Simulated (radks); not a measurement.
Problem. Coherent X-ray form factor from a spherical all-electron density. All-electron calculation, scalar-relativistic Kohn-Sham, MS2 meta-GGA, spin-polarised, spherical densities, finite nucleus; meta-GGA in the generalised Kohn-Sham scheme; Fermi nuclear charge, rms radius of each element as measured or else 0.836 A^(1/3) + 0.57 fm. Program: a radial shooting solver on a logarithmic mesh with Libxc functionals.

| sin(theta)/lambda (1/angstrom) | f0 (electrons) |
|---|---|
| 0.05 | 37.457 |
| 0.1 | 35.972 |
| 0.15 | 33.888 |
| 0.2 | 31.561 |
| 0.25 | 29.255 |
| 0.3 | 27.120 |
| 0.4 | 23.565 |
| 0.5 | 20.856 |
| 0.6 | 18.674 |
| 0.8 | 14.995 |
| 1 | 11.884 |
| 1.25 | 9.009 |
| 1.5 | 7.238 |
| 2 | 5.551 |

The species is in the configuration that NIST lists as its ground one. Which atom or ion scatters so?

Solution. The zirconium ion Zr2+, [Kr] 4d2. Extrapolating in s^2 from the first two rows gives f0(0) = 38.0, near the electron count 38; among species with that count, the fall with angle is slower the higher Z, and the table is that of Z = 40; from so few rows the species is fixed only to a neighbour or two.
